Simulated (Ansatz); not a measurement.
Cost and result up the ladder for the cluster Ge₃F₆ (9 atoms). Charge 0, multiplicity 1. Geometry: PBE-D4/def2-SVP.

Cartesian coordinates in Å:
```
Ge 1.500 -1.171 1.084
Ge 0.871 1.141 -1.490
Ge -2.070 -0.353 0.432
F 1.448 -0.694 -0.823
F -0.873 0.882 -0.562
F 0.242 0.408 -2.974
F -0.458 -1.423 0.986
F -2.021 0.636 1.896
F 1.360 0.574 1.452
```

Ansatz on 4 threads of Intel Xeon on a shared host. Times are rough, and most runs start from the orbitals of an earlier one. PBE0-D4/def2-TZVP serves as the yardstick here, not as an exact answer. Differences are given only for rows in sets of like size (and for xTB, whose basis is part of the method), since another set adds its own error. Binding counts from free atoms at the same level (Ge triplet, F doublet; other spins of the atoms weren't run), without zero-point energy or a counterpoise term.

Correlated methods freeze 33 core orbitals; core or outer-core shells of Ge are correlated, in sets that lack core-valence functions. Another isomer (singlet) lies 0.02 eV lower at PBE-D4/def2-SVP; other spin states weren't run for this one.

Correlated methods converge slowly with the basis.

| level | functions | wall time | binding energy per atom (eV) | difference from PBE0-D4/def2-TZVP (eV) |
| --- | --- | --- | --- | --- |
| HF/STO-3G | 84 | 2.5 s | 2.30 | – |
| PBE-D4/def2-SVP | 180 | 6 s | 4.15 | – |
| PBE0-D4/def2-SVP | 180 | 11 s | 3.88 | – |
| PBE-D4/def2-TZVP (with forces) | 330 | 15 s | 4.09 | 0.24 |
| r2SCAN-D4/def2-TZVP | 330 | 21 s | 3.95 | 0.10 |
| HF/def2-TZVP | 330 | 27 s | 2.59 | -1.26 |
| PBE0-D4/def2-TZVP | 330 | 37 s | 3.85 | 0.00 |
| MP2/def2-TZVP | 330 | 44 s | 4.01 | 0.16 |
